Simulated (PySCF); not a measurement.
C6H14AlF2N.
SMILES: `C[N+]1(C)[AlH2-][CH2]C[C@H]1C(F)F`

The closed-shell ground state was solved at several levels (PySCF, density fitting, gas phase, non-relativistic). Geometry: PBE0-D3(BJ)/def2-SVP, one conformer, isolated molecule.

```
              level  basis functions  HOMO (eV)  LUMO (eV)  gap (eV)  dipole (D)
CAM-B3LYP/def2-SVPD              322      -8.37       0.93      9.30        2.84
      PBE0/pcSseg-1              247      -7.01       0.58      7.59        2.98
```

Task: What might HF/pcSseg-1 (247 basis functions) give for the same quantities?

Result: HOMO -10.03 eV, LUMO 3.35 eV, gap 13.38 eV, dipole 2.98 D.

Task: Over all these levels, which gives the widest orbital gap and which the narrowest?

Result: HF/pcSseg-1 (Hartree–Fock, all exact exchange) has the widest, 13.38 eV, and PBE0/pcSseg-1 (global hybrid, 25 % exact exchange) the narrowest, 7.59 eV. The two share the basis. From the narrowest to the widest the HOMO moves by -3.02 eV and the LUMO by +2.77 eV. The HOMO need not be the same orbital at Hartree–Fock and at DFT levels.

Task: How far do the dipole and the HOMO energy spread over the levels?

Result: The dipole runs from 2.84 to 2.98 D (mean 2.94 D) and the HOMO from -10.03 to -7.01 eV.
